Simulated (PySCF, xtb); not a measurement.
I2Mg, SMILES [I][Mg-][I], charge -1, multiplicity 2.

Harmonic wavenumbers (cm⁻¹) from GFN2-xTB in xtb at its own minimum, in rising order: 26, 129, 173.

Problem. What does B3LYP-D3(BJ)/def2-SVPD (PySCF) give at its own minimum? (An estimate is asked for; the answer gives what the named calculation found.)

Solution. 44, 190, 254. Paired by order, the mean absolute difference is 53 cm⁻¹ and the zero-point energies are 0.5 and 0.7 kcal/mol.
